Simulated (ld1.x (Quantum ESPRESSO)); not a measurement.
# What one change does to a pseudopotential (tantalum, ultrasoft)

tantalum (Ta), ultrasoft, made with ld1.x (Quantum ESPRESSO) 7.5 (PBE, scalar-relativistic). Core [Kr] 4d10 4f14, reference 5s2 5p6 5d4 6s1 6p0. Waves: 5s (bound): rcut 1.50, rcutus 1.85 bohr; 6s (bound): rcut 1.50, rcutus 1.85 bohr; 5p (bound): rcut 1.95, rcutus 2.75 bohr; 6p (bound, empty): rcut 1.95, rcutus 2.75 bohr; 5d (bound): rcut 1.55, rcutus 1.75 bohr; 5d channel at 0.45 Ry: rcut 1.55, rcutus 1.75 bohr. Local part: all-electron potential smoothed inside 2.60 bohr (lloc = -2). Core correction: none. Augmentation charge: PSQ, inside the norm-conserving radii.

All-electron outer shells of the reference configuration (PBE, scalar-relativistic, ld1.x):

| shell | level (eV) | outermost node (bohr) | outermost maximum (bohr) |
| --- | --- | --- | --- |
| 4d | -220.50 | 0.22 | 0.46 |
| 5s | -71.32 | 0.54 | 0.98 |
| 5p | -37.84 | 0.58 | 1.13 |
| 4f | -23.01 | – | 0.44 |
| 6s | -4.96 | 1.33 | 2.81 |
| 5d | -2.64 | 0.65 | 1.60 |
| 6p | -1.21 | 1.61 | 4.09 |

Change: core correction a·sin(br)/r model core inside 1.70 bohr.

Cutoffs: the cutoffs (Ry, on a coarse ladder) from which the occupation-weighted sum of valence levels, in a spherical-Bessel basis at the reference potential, stays within 10 and 1 mRy of its value at 400 Ry; they do not see the model core or the augmentation charge, which bear on the density cutoff. Errors are all-electron minus pseudo energies relative to the spin-unpolarised reference configuration.

**Question.** What does the change do?

**Answer.** The potential gets neither clearly harder nor softer (30 Ry and 45 Ry → 30 Ry and 45 Ry); of the 7 tests that both files solve, the error grows in 4 and shrinks in 2 by more than 15 % and 0.3 meV (median size 13.8 → 18.5 meV); neither file shows a bound ghost. A model core, the more so a compact one, raises the density cutoff, which this test does not measure.

```csv
quantity,base,changed
"cutoff, loose",30 Ry,30 Ry
"cutoff, tight",45 Ry,45 Ry
bound ghosts,none,none
"error for 5s2 5p6 5d3 6s2 6p0, meV [ΔE -2.09 eV]",+14,-1.2
"error for 5s2 5p6 5d3 6s1 6p0, meV [ΔE 6.37 eV]",+1.0,-2.1
"error for 5s2 5p6 5d3 6s0 6p0, meV [ΔE 21.35 eV]",+0.2,-19
"error for 5s2 5p6 5d2 6s2 6p1, meV [ΔE 0.89 eV]",+41,-1.4
"error for 5s2 5p6 5d2 6s0 6p0, meV [ΔE 44.95 eV]",-10,-64
"error for 5s1 5p6 5d3 6s2 6p0, meV [ΔE 77.11 eV]",-587,-623
"error for 5s2 5p6 5d3 6s0 6p1, meV [ΔE 11.45 eV]",-19,-29
s: phases at 3.01 bohr within 0.05 rad from the reference energy up to (Ry; the scan ends near 5),4.3,4.3
p: phases at 3.01 bohr within 0.05 rad from the reference energy up to (Ry; the scan ends near 5),4.0,4.0
d: phases at 3.01 bohr within 0.05 rad from the reference energy up to (Ry; the scan ends near 5),to the end of the scan,to the end of the scan
lowest overlap eigenvalue by channel,"s 0.14, p 0.79, d 0.95","s 0.14, p 0.79, d 0.95"
```
